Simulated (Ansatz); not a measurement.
Molecule: sum formula SiN$_{3}$H$_{6}$F, net charge 0, singlet state. SMILES: N[Si](N)(N)F
Structure (B3LYP-D3(BJ)/def2-TZVP (Ansatz, a program for electronic structure) minimum search):
```xyz
11

Si    -0.0002    -0.0018     0.0026
F     -0.4146    -0.7809     1.3493
N      1.5656    -0.2424    -0.6062
N     -0.0631     1.6356     0.4879
N     -1.0581    -0.6779    -1.1568
H      2.3635     0.2069    -0.1887
H      1.8092    -1.0819    -1.1049
H     -0.7089     1.9349     1.2002
H      0.1624     2.3805    -0.1505
H     -1.0301    -0.3922    -2.1215
H     -1.9725    -1.0032    -0.8886
```

Parts of the frozen-core correlation energy in aug-cc-pV(D+d)Z (Ansatz, hartree). Frozen orbitals: 9; correlated occupied orbitals by spin: 16 and 16; virtual: 153 and 153. No spin-orbit coupling. No relativistic terms.

| term | value |
|---|---|
| reference (HF) | -555.44574 |
| MP2 opposite-spin | … |
| MP2 same-spin | -0.22038 |
| CCSD correlation | … |
| (T) | … |
| T1 diagnostic | 0.012 |
| largest doubles amplitude | 0.018 |

Problem. What belongs in the gaps?

Solution. 
- MP2 opposite-spin, value: -0.63097
- CCSD correlation, value: -0.88579
- (T), value: -0.02587
